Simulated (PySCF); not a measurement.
## Gold: a sound run and one with changed settings

Sound run: Au [Xe] 4f14 5d10 6s1, Au⁺ [Xe] 4f14 5d10. Computed with PySCF 2.14 in def2-TZVP with the def2 core potential (60 electrons) (6s4p3d1f, 40 functions), with scalar relativity through the core potential. The sound run starts from symmetry-adapted Hartree-Fock orbitals and uses a fine grid where one is needed.

Changed run: initial guess 1e, at most 5 SCF cycles. This setting is unsound on purpose.

| species | method | sound run (hartree) | changed run (hartree) | converged |
| --- | --- | --- | --- | --- |
| Au | UHF | -134.78982 | -134.78945 | no |
| Au | MN15 | -135.47974 | -135.47916 | no |
| Au | M06-L | -135.78767 | -135.78734 | no |
| Au⁺ | UHF | -134.50745 | -134.50740 | no |
| Au⁺ | MN15 | -135.13076 | -135.13065 | no |
| Au⁺ | M06-L | -135.46114 | -135.46112 | no |

The SCF was stopped early; the energies are upper bounds that still move, and correlated levels were skipped or rest on poor orbitals.
